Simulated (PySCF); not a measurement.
The second ionisation energy along the second row

All values are computed (PySCF 2.14, energy differences of UHF-based or UKS calculations, no spin-orbit coupling). Values in eV. The last column holds reference values (NIST; (s) semi-empirical, (t) theoretical, else measured). Unmarked ones compare directly (S terms, centres of terms, or small fine structure); those marked * lie between the lowest fine-structure levels and include a spin-orbit shift.

```
                           element               configurations     UHF  CCSD (valence)  SCS-MP2 (valence and next inner shell)  CCSD (valence and next inner shell)     LDA     PBE     reference
Be (def2-QZVPPD, non-relativistic)               [He] 2s1 → 1s2  18.127             n/a                                  18.164                               18.172  18.253  18.495        18.211
 B (def2-QZVPPD, non-relativistic)          [He] 2s2 → [He] 2s1  23.443          25.094                                  24.691                               25.086  24.554  24.606        25.155
 C (def2-QZVPPD, non-relativistic)      [He] 2s2 2p1 → [He] 2s2  24.173          24.246                                  24.405                               24.291  24.776  24.856        24.378
 N (def2-QZVPPD, non-relativistic)  [He] 2s2 2p2 → [He] 2s2 2p1  29.209          29.505                                  29.547                               29.543  30.062  29.902  29.601 (s) *
 O (def2-QZVPPD, non-relativistic)  [He] 2s2 2p3 → [He] 2s2 2p2  34.579          35.066                                  35.005                               35.098  35.591  35.280      35.121 *
 F (def2-QZVPPD, non-relativistic)  [He] 2s2 2p4 → [He] 2s2 2p3  33.401          34.780                                  34.883                               34.798  35.279  35.428        34.950
Ne (def2-QZVPPD, non-relativistic)  [He] 2s2 2p5 → [He] 2s2 2p4  39.277          40.802                                  40.886                               40.817  41.440  41.140      40.963 *
```

| method | elements | mean error (eV) | mean absolute error (eV) | largest error (eV) |
| --- | --- | --- | --- | --- |
| UHF | 4 | -0.888 | 0.888 | -1.712 |
| CCSD (valence) | 3 | -0.121 | 0.121 | -0.170 |
| SCS-MP2 (valence and next inner shell) | 4 | -0.138 | 0.151 | -0.464 |
| CCSD (valence and next inner shell) | 4 | -0.086 | 0.086 | -0.152 |
| LDA | 4 | 0.042 | 0.342 | -0.601 |
| PBE | 4 | 0.173 | 0.447 | -0.549 |

Errors include the incompleteness of the basis and the frozen core.

"Valence" correlates the outer s and p shells and, in groups 3 to 12 and the f block, the outer d or f shell, open or full, or the next shell where the ion has no valence electron left; the wider scheme adds the next inner shell.
